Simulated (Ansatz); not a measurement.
Ansatz results at the PBE0-D4/def2-TZVP geometry: ideal-gas entropy at 298 K and 1 bar (rigid rotor, harmonic PBE0-D4/def2-TZVP) 386 J/(mol·K); LUMO energy (B3LYP/def2-TZVPP) -1.65 eV; size of the dipole moment (PBE/def2-TZVPP) 1.67 D.

Each molecule was computed in one conformer, which needn't be the lowest.

(1) Which molecule gave them?
A. `C[B](F)[GeH2][Cl]`
B. `F[CH2][AlH][Br]`
C. `C=C[SiH](F)C#N`
D. `FB(F)C1CC1`

Answers

(1) A. The others give `FB(F)C1CC1`: 326, 0.04, 2.01; `F[CH2][AlH][Br]`: 340, -1.74, 2.16; `C=C[SiH](F)C#N`: 354, -1.58, 3.81.

B3LYP here is the variant with VWN-RPA as its local correlation; programs differ in this.
